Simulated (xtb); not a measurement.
C2H2F3, SMILES F[C](CF)F (connectivity only; charge and spin as stated), charge +1, multiplicity 1. All values are semi-empirical tight-binding results from xtb (GFN2-xTB unless named), good for trends rather than for accurate numbers. Geometry optimised at GFN2-xTB. The spin state was assumed, not searched. The isomer is the one that the SMILES or the coordinates give; other isomers of the formula were not compared. The values are those of a single conformer.

Optimised geometry:

```xyz
7

F     -0.1957    -1.8164     0.0000
C      0.6674    -0.7986     0.0000
C      0.0160     0.4940     0.0000
F     -1.2339     0.6440     0.0000
F      0.6731     1.5761     0.0000
H      1.3545    -0.9031     0.8785
H      1.3545    -0.9031    -0.8785
```
Charge +1, spin multiplicity 1.

```yaml
point_group_as_xtb_finds_it: Cs
orbital_gap: 2.55 eV
zero_point_energy: 23.2 kcal/mol
G − E(el) at 298.15 K (modified RRHO): 5.4 kcal/mol
static polarisability (D4 model): 27.5 bohr³
solvation energy, GFN2-xTB/ALPB(water): -69.9 kcal/mol
solvation energy, GFN2-xTB/ALPB(toluene): -51.4 kcal/mol
```

Computed IR lines (harmonic; lines under 4 % of the strongest left out, lines within 3 cm⁻¹ merged):
ν (cm⁻¹): 152 (m), 574 (w), 799 (w), 1116 (m), 1166 (s), 1201 (s), 1424 (vs), 1447 (vs), 2647 (m), 2714 (m) (against the strongest line: vs over 80 %, s over 45 %, m over 15 %, w over 4 %, vw less)

Computed atomic charges and the Wiberg bond orders between heavy atoms:
charges (e) F1 -0.11, C2 0.08, C3 0.43, F4 0.07, F5 0.03, H6 0.25, H7 0.25. Bond orders F1–C2 1.02, C2–C3 1.16, C3–F4 1.27, C3–F5 1.23.
